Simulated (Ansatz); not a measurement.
**Abstraction of Cl: GeH(CH3)2Cl + SiH2(CH3)(SiH2) → GeH(CH3)2 + CH7ClSi2**

Species: GeH(CH3)2Cl, singlet; SiH2(CH3)(SiH2), doublet; GeH(CH3)2, doublet; CH7ClSi2 `C[SiH2][SiH2]Cl`, singlet. A radical takes Cl: the energy is the difference in strength between the Ge–Cl bond broken and the Si–Cl bond made.

Shapes, held fixed at every level: PBE0-D4/def2-TZVP. Flexible molecules stand in one conformer, not always the lowest. Programs: Ansatz 0.2.0. Electronic energies: no zero-point or thermal term.

```csv
level,kind,ΔE (kJ/mol),less CCSD(T)/def2-TZVPP
HF/def2-TZVPP,Hartree–Fock,-6.8,-3.7
PBE-D4/def2-TZVPP,GGA,-7.0,-3.9
wB97M-V/def2-TZVPP,range-separated hybrid,-15.4,-12.3
wB97X-V/def2-TZVPP,range-separated hybrid,-8.6,-5.5
MP2/def2-TZVPP,perturbation theory,-5.1,-2.0
CCSD/def2-TZVPP,coupled cluster or CI,-3.6,-0.5
CCSD(T)/def2-TZVPP,coupled cluster or CI,-3.1,0.0
```

The highest level, CCSD(T)/def2-TZVPP, gives ΔE = -3.1 kJ/mol; the levels span -15.4 to -3.1. That is about zero within the method's error. The column of differences is taken from that level and isn't an error. No measured value is set beside it here. Open shells run unrestricted unless RO is named. Relativity is left out for Ge unless named. Correlated rows may include outer-core shells of Ge, which these sets cover unevenly.
